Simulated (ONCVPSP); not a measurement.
## Configuration tests for Ag (ONCV)

- Element: silver
- Generator: ONCVPSP 4.0.1
- Type: optimised norm-conserving Vanderbilt (ONCV)
- Functional: PBEsol
- Relativity: scalar-relativistic
- Frozen core: [Ar] 3d10
- Valence charge: 19
- Reference configuration: 4s2 4p6 4d10 (charge +1)
- Partial waves: 4s: rc 1.55 bohr, ncon 3, nbas 7, qcut 7.5 1/bohr, 2 projectors, debl 2.6 Ha; 4p: rc 1.60 bohr, ncon 3, nbas 6, qcut 9.8 1/bohr, 1 projector; 4d: rc 1.70 bohr, ncon 4, nbas 9, qcut 8.1 1/bohr, 2 projectors, debl 2.5 Ha
- Local potential: polynomial inside 1.00 bohr (lpopt 5, dvloc0 -1 Ha)
- Core correction: none

In the s channel the program set the typed energies aside and used -3.792, 0.250 Ha.

Energies are relative to the spin-unpolarised reference configuration 4s2 4p6 4d10; without spin polarisation the order of configurations can differ from experiment.

| valence configuration | charge | ΔE all-electron (eV) | error AE − PS (meV) |
| --- | --- | --- | --- |
| 4s2 4p6 4d10 5s1 | 0 | -7.746 | +2.4 |
| 4s2 4p6 4d9 | +2 | 22.114 | +0.7 |
| 4s2 4p6 4d8 | +3 | 58.296 | +17 |

**Question.** What are ΔE and the potential's error for 4s2 4p6 4d9 5s2?

**Answer.** ΔE = -3.696 eV all-electron; the error (AE − PS) is +7.3 meV.

Levels in the configuration 4s2 4p6 4d8:

```
level  all-electron (eV)  pseudo (eV)
   4s           -133.588     -133.533
   4p            -96.758      -96.716
   4d            -43.725      -43.687
```
